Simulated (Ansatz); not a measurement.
`[O]=[Cr](=[O])([F])[F]` at its PBE0-D4/def2-TZVP geometry, where that method's forces vanish. Total charge 0; spin multiplicity 1.

```
atom    x (Å)    y (Å)    z (Å)
  O1   1.0355   0.3273  -1.1103
 Cr2   0.0296  -0.0103  -0.0017
  O3   0.7192  -0.9383   1.0072
  F4  -0.4643   1.4169   0.7775
  F5  -1.3199  -0.7956  -0.6727
```

Task: For each bond, give half the difference of the two atoms' forces along it (eV/Å; positive pushes the atoms apart) under PBE-D4, r2SCAN-D4, B3LYP-D4, ωB97M-V in def2-TZVPP. (An estimate is asked.)

Result: Computed: 
| bond | length (Å) | PBE-D4 | r2SCAN-D4 | B3LYP-D4 | ωB97M-V |
| --- | --- | --- | --- | --- | --- |
| O1–Cr2 | 1.534 | 1.47 | 0.95 | 0.62 | -0.26 |
| Cr2–O3 | 1.534 | 1.47 | 0.95 | 0.62 | -0.26 |
| Cr2–F4 | 1.699 | -0.01 | -0.17 | 0.10 | 0.23 |
| Cr2–F5 | 1.699 | -0.01 | -0.17 | 0.10 | 0.23 |

B3LYP here is the variant with VWN-RPA as its local correlation; programs differ in this.
